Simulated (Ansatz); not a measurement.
`F[SiH]1BC1` + `C/N=C(\F)I` → `I[SiH]1BC1` + `CN=C(F)F`  (formal exchange of groups at the Si–F bond)

Computed with Ansatz on PBE0-D4/def2-TZVP structures; ΔE is electronic, products minus reactants. CCSD(T)/CBS is the MP2 limit (def2-TZVPP, def2-QZVPP) plus CCSD(T) − MP2 in def2-TZVPP, frozen cores. Functionals use def2-TZVPP. B3LYP here is the variant with VWN-RPA as its local correlation; programs differ in this. def2 core potentials past Kr. For I outer-core shells are correlated without core-valence functions, which leaves a few kJ/mol of doubt a bond.

| level | ΔE (kJ/mol) |
| --- | --- |
| B3LYP-D4 | 21.5 |
| PBE-QIDH | 7.1 |
| PBE | 10.2 |
| BLYP | 27.6 |
| RPA@PBE/def2-TZVPP | 25.2 |
| CCSD(T)/def2-SVP | -11.6 |
| HF/def2-QZVPP | 7.0 |
| SCS-MP2/def2-QZVPP | 28.2 |

What does CCSD(T)/CBS give? (Best estimate.)

The calculation gave: +24.2 kJ/mol. The listed levels differ from it by -2.7, -17.1, -14.0, 3.4, 1.0, -35.8, -17.2, 4.0 kJ/mol.

Largest T1 diagnostic among the species: 0.014.

From PBE to PBE0 (25 % exact exchange), in def2-TZVPP and without D4, ΔE moves by −6.7 kJ/mol. At CCSD(T), def2-SVP lies −35.7 kJ/mol from the extrapolated value and def2-TZVPP −3.4 kJ/mol.
